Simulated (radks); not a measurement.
Problem. Spherical jellium clusters: N electrons in a uniform positive sphere of charge N and radius rs N^(1/3), rs unknown. Method: non-relativistic Kohn-Sham, PBE, spin-polarised, spherical densities; computed with a radial shooting solver with Libxc functionals. Levels are named by radial order and angular momentum (1s, 1p, 1d, 2s, ...), and open shells are averaged over m. Each electron was tried in the lowest free levels, single moves between levels near the top were tried too, and the lowest total energy was kept; such a search can miss a lower state. The series stops at N = 17: beyond it a trial failed or the search could not be trusted, so later rows were left out. IP is vertical, at fixed background; rs is in bohr. The values of IP (eV) for N = 2 to 12 are 5.912, 4.145, 4.875, 5.271, 4.582, 5.056, 5.334, 3.653, 4.002, 4.268, 4.478. Estimate rs.

Solution. rs = 3.38 bohr. A metal sphere has IP near W + 1/(2R) hartree with R = rs N^(1/3), and both terms fall as rs grows; shell closures ride on that trend.
